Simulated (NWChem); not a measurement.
Species: BNH$_{3}$, doublet; SMILES N[BH]

Program: NWChem. Spin-unrestricted. In the optimisation the excess spin sits in a' (Cs, its own frame). Coordinates come from a PBE-D3(BJ)/def2-SVP, spin-unrestricted optimisation. No stability test was run on the SCF state.

What does the run give for PBE0/cc-pVQZ? Quantities: highest occupied level (eV); lowest empty minus highest occupied level, either spin (eV); dipole (D); <S²>.


```yaml
highest occupied level (eV): -5.44
lowest empty minus highest occupied level, either spin (eV): 4.67
dipole (D): 2.29
"<S²>": 0.754
```
